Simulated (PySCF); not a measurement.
A structure optimised at PBE-D3(BJ)/def2-SVP, used in a PySCF frequency run:

```xyz
12

Si     2.2125     0.7820     0.0594
Si     0.3785    -0.6816     0.1990
N     -0.8332    -0.0988     1.4466
C     -1.8597     0.2172     0.7161
Si    -1.5185    -0.2409    -1.1373
H      1.7080     2.1775    -0.1921
H      3.0257     0.7708     1.3261
H      3.0937     0.3691    -1.0905
H      0.8326    -2.0960     0.4566
H     -2.7669     0.6597     1.1960
H     -2.3502    -1.3908    -1.6505
H     -1.5681     0.8654    -2.1638
```
Charge 0, spin multiplicity 1.

Task: Write its SMILES and formula.

Result: [SiH3][Si@H]1N=C[SiH2]1, CH7NSi3

Task: What are its rotational constants (standard atomic weights)?

Result: 4.3345, 1.4666, 1.2898 GHz
